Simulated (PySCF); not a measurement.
Polarisability and C₆ of Ta (tantalum, neutral)

[Xe] 4f14 5d3 6s2, high-spin 4F determinant. Computed with PySCF 2.14 in aug-cc-pVDZ-PP with ECP60MDF (5s5p4d2f, 54 functions), with scalar relativity through the core potential. Coupled (time-dependent) response in atomic units; α is the mean over directions. A double-zeta set is small for polarisabilities.

```
 method  mean α (bohr³)  C₆ (like pair)  S(−4)
    UHF           108.4            1440   7858
    PBE           82.75            1051   2736
   PBE0           85.76            1104   2929
r2SCANh           88.09            1176   3092
  wB97X           82.05            1043   2545
```

S(−4) is the Cauchy moment in α(ω) = α(0) + S(−4) ω² + …

Reference α: 74 ± 20 bohr³ (recommended; Schwerdtfeger and Nagle, table of static dipole polarizabilities (2023 update)). Published C₆: 887.0 (Gould and Bucko (2016)).

Spin-orbit coupling is absent.

Hartree-Fock lies above the reference because it lacks correlation, which contracts the outer shell.

α(iu) at UHF:

```tsv
u (hartree)	α(iu) (bohr³)
0	108.4
0.0500	94.85
0.100	74.28
0.200	43.64
0.300	28.03
0.500	15.01
0.750	8.925
1.00	6.107
1.50	3.497
2.00	2.290
3.00	1.195
5.00	0.4838
```

A single London oscillator, α(iu) = α/(1 + u²/ω²), gives C₆ = (3/4) ω α². Matching the computed C₆ needs ω = 4 × 1440 / (3 × 108.4²) = 0.163 hartree.

Energies and moments cover only the electrons outside the core potential. Spin-orbit coupling, absent here, splits the open shell strongly.
